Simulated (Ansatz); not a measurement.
Born–Oppenheimer molecular dynamics of F$_{2}$H$_{4}$N$_{2}$Ti (9 atoms, charge 0, multiplicity 1). It starts from a relaxed structure.

Level of theory: Ansatz 0.2.0, RKS PBE-D4/def2-SVP.

```
ensemble             : NVT, Langevin thermostat
time step            : 0.5 fs
steps asked          : 500
set temperature      : 300 K
friction             : 0.01 /fs
temperature schedule : 125 steps to 300 K, then 375 steps to 10 K
seed                 : 436864
```

First frame:

```xyz
9
Properties=species:S:1:pos:R:3
Ti -0.014 0.001 -0.070
F -0.076 0.133 1.694
N 1.782 -0.078 -0.609
H 2.247 -0.834 -1.120
H 2.448 0.679 -0.415
F -0.777 1.404 -0.832
N -0.804 -1.592 -0.650
H -0.928 -2.429 -0.069
H -1.322 -1.698 -1.530
```

Problem. How far do the bonds stretch over the last three quarters of this one trajectory? (Pairs bonded in most of those frames.)

Solution. 
```
  bond  mean (Å)  spread (Å)  shortest  longest
Ti1–F2     1.773       0.017      1.73     1.80
Ti1–N3     1.885       0.026      1.83     1.94
Ti1–F6     1.770       0.021      1.72     1.81
Ti1–N7     1.882       0.028      1.84     1.95
 N3–H4     1.028       0.024      0.98     1.07
 N3–H5     1.030       0.019      0.98     1.08
 N7–H8     1.030       0.028      0.97     1.09
 N7–H9     1.031       0.025      0.98     1.09
```

Mean temperature of the second half: 197 K. The schedule's set-point averaged 107 K over the second half and the system 197 K, so it lags behind the ramp. A run of 0.25 ps of so small a system gives no equilibrium averages.

The run took 10 min on 4 threads of Arm Neoverse V1, with other jobs on the host, peak memory 0.18 GiB.
